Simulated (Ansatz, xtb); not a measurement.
## Relative energy of two isomers of C6H2N2O

Structure X is `C#Cc1nc(C#N)co1`, a singlet and structure Y is `C#Cc1ocnc1C#N`, a singlet. Both are isolated molecules in the gas phase, relaxed with PBE-D3(BJ)/def2-SVP.

Quicker runs give these differences E(Y) − E(X): GFN2-xTB −0.057 eV; HF/STO-3G −0.027 eV (at GFN2-xTB geometries); r2SCAN-D4/def2-SVP −0.097 eV (at GFN2-xTB geometries).

Estimate E(Y) − E(X) at the level CCSD(T)/def2-SVP + ΔMP2/def2-TZVPP.

Calculated at CCSD(T)/def2-SVP + ΔMP2/def2-TZVPP: E(Y) − E(X) = −0.078 eV, so structure Y lies lower.

How the difference moves with the method:

| level | geometry | E(Y) − E(X) (eV) | departure from the last row (eV) | job, with rough time for the two |
| --- | --- | --- | --- | --- |
| GFN2-xTB | GFN2-xTB | −0.057 | +0.021 | optimisation, 0.18 s |
| HF/STO-3G | GFN2-xTB | −0.027 | +0.051 | single point, 0.62 s |
| r2SCAN-D4/def2-SVP | GFN2-xTB | −0.097 | −0.019 | single point, 6.6 s |
| PBE-D3(BJ)/def2-SVP | PBE-D3(BJ)/def2-SVP | −0.101 | −0.022 | optimisation, 34 s |
| HF/def2-SVP | PBE-D3(BJ)/def2-SVP | −0.067 | +0.011 | part of the CCSD(T) run |
| MP2/def2-SVP | PBE-D3(BJ)/def2-SVP | −0.098 | −0.020 | part of the CCSD(T) run |
| CCSD(T)/def2-SVP | PBE-D3(BJ)/def2-SVP | −0.078 | +0.001 | single point |
| CCSD(T)/def2-SVP + ΔMP2/def2-TZVPP | PBE-D3(BJ)/def2-SVP | −0.078 |  | single point, 2.6 min |

As drawn, both hold the same kinds of bond in the same numbers.

None of the levels shown reverses the order. The largest departure from CCSD(T)/def2-SVP + ΔMP2/def2-TZVPP is that of HF/STO-3G, 0.051 eV. The last row adds to CCSD(T) the change of the MP2 difference between the two basis sets, here −0.001 eV.

With thermal terms from frequencies at re-optimised GFN2-xTB minima (ideal gas, soft modes damped towards free rotors, one conformer each, 298.15 K, 1 atm): the zero-point term adds +0.004 eV; ΔH is −0.075 and ΔG −0.077 eV.

The correlated steps freeze 9 core orbitals. Run with Ansatz 0.2.0, xtb 6.7.1; the last row on 2 threads of Arm Neoverse V1 on a shared host.
